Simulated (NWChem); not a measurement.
System: C4H4ClF; SMILES C(=C=CF)CCl

Here is an NWChem input.

```
start job
memory heap 200 mb stack 900 mb global 1100 mb
geometry units angstroms noautoz
  F     -0.160522    -3.355661     0.249939
  C      0.580181    -2.278983    -0.016667
  C      0.072912    -1.114045    -0.331648
  C     -0.390277     0.071381    -0.645900
  C     -0.734129     1.125106     0.356697
  Cl     0.169441     2.638820     0.025671
  H      1.656557    -2.468851     0.051527
  H     -0.559412     0.329688    -1.700391
  H     -1.802015     1.382688     0.302267
  H     -0.493749     0.805035     1.378245
end
basis spherical
  * library sto-3g
end
dft
  xc xpbe96 cpbe96
  iterations 150
  mulliken
end
task dft energy
```

Parts of the log:

```
             Northwest Computational Chemistry Package (NWChem) 7.3.0
             --------------------------------------------------------

 C1  symmetry detected

                             Geometry "geometry" -> ""
                             -------------------------

 Output coordinates in angstroms (scale by  1.889725989 to convert to a.u.)

  No.       Tag          Charge          X              Y              Z
 ---- ---------------- ---------- -------------- -------------- --------------
    1 F                    9.0000    -0.21456066    -3.38348178     0.20743649
    2 C                    6.0000     0.58086457    -2.31671844     0.11649759
    3 C                    6.0000     0.16920467    -1.14205874    -0.28887399
    4 C                    6.0000    -0.19928427     0.05239836    -0.68386933
    5 C                    6.0000    -0.73603355     1.10485638     0.23155605
    6 Cl                  17.0000     0.23829156     2.60648476     0.11688337
    7 H                    1.0000     1.61472302    -2.52367700     0.41245441
    8 H                    1.0000    -0.13429246     0.32007026    -1.74754609
    9 H                    1.0000    -1.76362781     1.37929936    -0.04848449
   10 H                    1.0000    -0.72522180     0.77453703     1.27776852

 Effective nuclear repulsion energy (a.u.)     243.1197325410

  pbe96 is a nonlocal functional; adding pw91lda local functional.

                                 NWChem DFT Module
                                 -----------------

 Summary of "ao basis" -> "ao basis" (spherical)
 ------------------------------------------------------------------------------
       Tag                 Description            Shells   Functions and Types
 ---------------- ------------------------------  ------  ---------------------
 F                           sto-3g                  3        5   2s1p
 C                           sto-3g                  3        5   2s1p
 Cl                          sto-3g                  5        9   3s2p
 H                           sto-3g                  1        1   1s

            General Information
            -------------------
          SCF calculation type: DFT
          Wavefunction type:  closed shell.
          No. of atoms     :    10
          No. of electrons :    54
           Alpha electrons :    27
            Beta electrons :    27
          Charge           :     0
          Spin multiplicity:     1
          Use of symmetry is: off; symmetry adaption is: off
          Maximum number of iterations: 150
          AO basis - number of functions:    38
                     number of shells:    24
          Convergence on energy requested:  1.00D-06
          Convergence on density requested:  1.00D-05
          Convergence on gradient requested:  5.00D-04

              XC Information
              --------------
          PerdewBurkeErnzerhof Exchange Functional  1.000
            Perdew 1991 LDA Correlation Functional  1.000 local
           PerdewBurkeErnz. Correlation Functional  1.000 non-local

             Grid Information
             ----------------
          Grid used for XC integration:  medium
          Radial quadrature: Mura-Knowles
          Angular quadrature: Lebedev.
          Tag              B.-S. Rad. Rad. Pts. Rad. Cut. Ang. Pts.
          ---              ---------- --------- --------- ---------
          F                   0.50       49          11.0       434
          C                   0.70       49          11.0       434
          Cl                  1.00       88          12.0       590
          H                   0.35       45          12.0       434
          Grid pruning is: on
          Number of quadrature shells:   513
          Spatial weights used:  Erf1

      Superposition of Atomic Density Guess
      -------------------------------------

 Sum of atomic energies:        -703.13229697

      Non-variational initial energy
      ------------------------------

 Total energy =    -704.330482
 1-e energy   =   -1457.956577
 2-e energy   =     510.506363
 HOMO         =      -0.074006
 LUMO         =       0.205782

     ---------------------------------------------
      Total Density - Mulliken Population Analysis
     ---------------------------------------------

    Atom       Charge   Shell Charges
 -----------   ------   -------------------------------------------------------
    1 F    9     9.35   2.00  1.92  5.43
    2 C    6     5.57   1.99  1.15  2.42
    3 C    6     6.24   2.00  1.22  3.02
    4 C    6     5.98   1.99  1.24  2.74
    5 C    6     5.63   1.99  1.26  2.38
    6 Cl  17    17.45   2.00  2.00  5.99  1.94  5.51
    7 H    1     0.94   0.94
    8 H    1     0.94   0.94
    9 H    1     0.96   0.96
   10 H    1     0.96   0.96

   convergence    iter        energy       DeltaE   RMS-Dens  Diis-err
 ---------------- ----- ----------------- --------- --------- ---------
 d= 0,ls=0.0,diis     1   -705.7812777303 -9.49D+02  7.44D-02  8.51D-01
 d= 0,ls=0.0,diis     2   -705.1672455087  6.14D-01  5.58D-02  5.59D+00
 d= 0,ls=0.0,diis     3   -705.8821849296 -7.15D-01  2.42D-02  3.09D-01
 d= 0,ls=0.0,diis     4   -705.9157080870 -3.35D-02  1.05D-02  1.26D-01
 d= 0,ls=0.0,diis     5   -705.9363640232 -2.07D-02  3.16D-03  1.18D-02
  Resetting Diis
 d= 0,ls=0.0,diis     6   -705.9383320273 -1.97D-03  8.12D-04  6.65D-04
 d= 0,ls=0.0,diis     7   -705.9384285267 -9.65D-05  7.67D-04  8.83D-05
 d= 0,ls=0.0,diis     8   -705.9383619514  6.66D-05  5.48D-04  4.78D-04
 d= 0,ls=0.0,diis     9   -705.9384429814 -8.10D-05  5.67D-05  5.02D-06
 d= 0,ls=0.0,diis    10   -705.9384437282 -7.47D-07  1.42D-05  1.68D-07
 d= 0,ls=0.0,diis    11   -705.9384437511 -2.30D-08  6.46D-06  3.23D-08

         Total DFT energy =     -705.938443751116
      One electron energy =    -1456.644481634260
           Coulomb energy =      568.931812187993
    Exchange-Corr. energy =      -61.345506845823
 Nuclear repulsion energy =      243.119732540974

[...]
```

Level: PBE/STO-3G. All runs use the structure optimised with PBE0/def2-SVP.
